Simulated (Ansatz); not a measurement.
Ge, charge -1, doublet (typed; the unrestricted solution is spin-contaminated) (a state made from the parent by changing its charge; the spin is typed, not shown lowest) (a gas-phase anion, which may not be bound at this level).

Input for Ansatz (a program for electronic structure):
Ansatz 0.2 input:
```yaml
crystal:
  periodic: [false, false, false]
  atoms:
    - {symbol: Ge, position_ang: [0.00000000, 0.00000000, 0.00000000]}
basis:
  gaussian:
    orbitals: def2-SVP
hamiltonian:
  xc: hf
total_charge: -1
magnetization: {spin_polarized: true, initial_magnetization: 1}
```

Question: What is the computed total energy (HF/def2-SVP (Ansatz))?

Answer: -2075.0487 Eh

Question: Give the number of basis functions at the level HF/def2-SVP.

Answer: 32

Question: Predict the <S^2> from HF/def2-SVP.

Answer: 1.779

A gas-phase anion may not be bound at this level; its values then depend on the basis.
